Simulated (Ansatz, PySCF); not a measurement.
Gas-phase reaction in SMILES: CSB(C)C [dimethyl(methylsulfanyl)borane] -> [CH2]SB(C)C + H atom (the C-H bond at the site shown breaks; other sites are not compared here)
Geometries: B3LYP-D3(BJ)/def2-TZVP minima from Ansatz (a first-principles code), one conformer each, not searched for the lowest. Frequencies are from Ansatz or PySCF.

Wanted: bond dissociation energy (0 K, with B3LYP-D3(BJ) harmonic zero-point energies), in kcal/mol. Valence correlation only, unless marked. UHF or UKS for open shells. Spin-orbit coupling is left out. No relativistic terms. Basis-set limits of correlation are two-point, X^-3; Hartree-Fock from the larger set.

```json
[
 {"level": "HF/cc-pV(D+d)Z", "program": "Ansatz", "bond dissociation energy (kcal/mol)": "71.0", "minus last row": "-23.5"},
 {"level": "HF/cc-pV(Q+d)Z", "program": "Ansatz", "bond dissociation energy (kcal/mol)": "71.0", "minus last row": "-23.5"},
 {"level": "PBE0/STO-3G", "program": "Ansatz", "bond dissociation energy (kcal/mol)": "122.4", "minus last row": "27.9"},
 {"level": "PBE0/def2-SVP", "program": "Ansatz", "bond dissociation energy (kcal/mol)": "90.8", "minus last row": "-3.7"},
 {"level": "PBE0-D3(BJ)/def2-TZVP", "program": "Ansatz + dftd3", "bond dissociation energy (kcal/mol)": "90.0", "minus last row": "-4.5"},
 {"level": "PBE0-D4/def2-TZVPD", "program": "Ansatz + dftd4", "bond dissociation energy (kcal/mol)": "89.9", "minus last row": "-4.6"},
 {"level": "BHLYP/def2-TZVPD", "program": "Ansatz", "bond dissociation energy (kcal/mol)": "90.8", "minus last row": "-3.7"},
 {"level": "r2SCAN0-D4/def2-TZVPD", "program": "Ansatz + dftd4", "bond dissociation energy (kcal/mol)": "88.9", "minus last row": "-5.6"},
 {"level": "LC-wPBE-D4/def2-TZVPD", "program": "Ansatz + dftd4", "bond dissociation energy (kcal/mol)": "90.6", "minus last row": "-3.9"},
 {"level": "B2PLYP-D4/def2-TZVPD", "program": "Ansatz + dftd4", "bond dissociation energy (kcal/mol)": "91.7", "minus last row": "-2.8"},
 {"level": "MP2/6-31G", "program": "Ansatz", "bond dissociation energy (kcal/mol)": "89.7", "minus last row": "-4.8"},
 {"level": "RI-MP2/cc-pV(Q+d)Z", "program": "Ansatz", "bond dissociation energy (kcal/mol)": "94.5", "minus last row": "0.0"},
 {"level": "CCSD/CBS(cc-pV(T+d)Z,cc-pV(Q+d)Z)", "program": "Ansatz", "bond dissociation energy (kcal/mol)": "94.0", "minus last row": "-0.5"},
 {"level": "CCSD(T)/6-31G", "program": "Ansatz", "bond dissociation energy (kcal/mol)": "89.9", "minus last row": "-4.6"},
 {"level": "CCSD(T)/CBS(cc-pV(T+d)Z,cc-pV(Q+d)Z)", "program": "Ansatz", "bond dissociation energy (kcal/mol)": "94.5", "minus last row": "0.0"}
]
```
